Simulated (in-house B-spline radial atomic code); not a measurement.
Orbital energies and mean radii along the 52-electron series, configuration [Kr] 4d10 5s2 5p4. The effective charge is n√(-2ε), a non-relativistic measure. Computed with an all-electron radial atomic-structure program (B-spline basis): non-relativistic Hartree-Fock, average of the configuration, point nuclei.

This level leaves out relativity, spin-orbit splitting included, which matters for heavy ions.

| ion | Z | energy of 4d (Eh) | mean radius of 4d (bohr) | energy of 3p (Eh) | mean radius of 3p (bohr) | energy of 5p (Eh) | mean radius of 5p (bohr) | energy of 5s (Eh) | mean radius of 5s (bohr) | effective charge of 4d |
| --- | --- | --- | --- | --- | --- | --- | --- | --- | --- | --- |
| Te | 52 | -2.0418 | 0.96112 | -31.088 | 0.32497 | -0.35059 | 2.7011 | -0.70271 | 2.227 | 8.0831 |
| I+ | 53 | -2.749 | 0.9119 | -33.473 | 0.31701 | -0.71516 | 2.3614 | -1.1231 | 2.0359 | 9.3791 |
| Xe2+ | 54 | -3.5522 | 0.86799 | -36.004 | 0.30943 | -1.1439 | 2.1285 | -1.6072 | 1.8838 | 10.662 |
| Cs3+ | 55 | -4.441 | 0.82856 | -38.672 | 0.30219 | -1.6297 | 1.9527 | -2.1477 | 1.759 | 11.921 |
| Ba4+ | 56 | -5.4095 | 0.79294 | -41.471 | 0.29527 | -2.1684 | 1.8124 | -2.7404 | 1.654 | 13.157 |
| La5+ | 57 | -6.4539 | 0.76056 | -44.397 | 0.28865 | -2.7574 | 1.6963 | -3.3828 | 1.5637 | 14.371 |
| Ce6+ | 58 | -7.5718 | 0.73097 | -47.446 | 0.28232 | -3.3947 | 1.5978 | -4.0731 | 1.4848 | 15.566 |

(1) How does the screening of 4d change?

Answers

(1) Z less the effective charge goes from 43.92 at Z = 52 to 42.43 at Z = 58.
